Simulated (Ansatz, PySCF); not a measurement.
Gas-phase reaction R1 + R2 → P1 + P2, each structure at its B3LYP-D3(BJ)/def2-TZVP stationary point, reached from a drawn start (curvature not checked).
R1: H2O (SMILES O), charge 0, multiplicity 1.
R2, H5NSi (SMILES N[SiH3]) (charge 0, multiplicity 1):
```xyz
7

N      1.0069    -0.2015     0.2812
Si    -0.6400     0.1602    -0.0772
H      1.7458     0.3665    -0.1028
H      1.3058    -1.1590     0.3799
H     -1.4893    -0.6276     0.8456
H     -0.8435     1.6114     0.1373
H     -1.0856    -0.1500    -1.4639
```
P1, H4OSi (SMILES O[SiH3]) (charge 0, multiplicity 1):
```xyz
6

O      1.17126    -0.39054    -0.34261
Si    -0.39869     0.01905    -0.02744
H      1.86258    -0.02197     0.21205
H     -0.80630    -0.38921     1.34001
H     -1.21043    -0.69873    -1.02927
H     -0.61841     1.48150    -0.15275
```
P2: NH3 (SMILES N), charge 0, multiplicity 1.

P less R. No zero-point or thermal terms.

Cores are frozen in the correlated methods.

The values were computed with Ansatz (Gaussian orbitals); PySCF for the D3/D4 terms. No computed number here is a measurement.

```json
[
 {"level": "BLYP/def2-TZVPP", "reaction energy (eV)": "-0.478"},
 {"level": "BLYP-D3(BJ)/def2-TZVPP", "reaction energy (eV)": "-0.450"},
 {"level": "BLYP-D4/def2-TZVPP", "reaction energy (eV)": "-0.448"},
 {"level": "PBE0-D3(BJ)/def2-TZVPP", "reaction energy (eV)": "-0.406"},
 {"level": "BHLYP/def2-TZVPP", "reaction energy (eV)": "-0.480"},
 {"level": "CAM-B3LYP-D3(BJ)/def2-TZVPP", "reaction energy (eV)": "-0.458"},
 {"level": "wB97M-V/def2-TZVPP", "reaction energy (eV)": "(withheld)"},
 {"level": "B2PLYP-D4/def2-TZVPP", "reaction energy (eV)": "(withheld)"},
 {"level": "MP2/cc-pV(Q+d)Z", "reaction energy (eV)": "(withheld)"}
]
```

Problem. Fill in the missing entries.

Solution. 
- wB97M-V/def2-TZVPP, reaction energy (eV): -0.439
- B2PLYP-D4/def2-TZVPP, reaction energy (eV): -0.459
- MP2/cc-pV(Q+d)Z, reaction energy (eV): -0.445

Ansatz is a first-principles code.
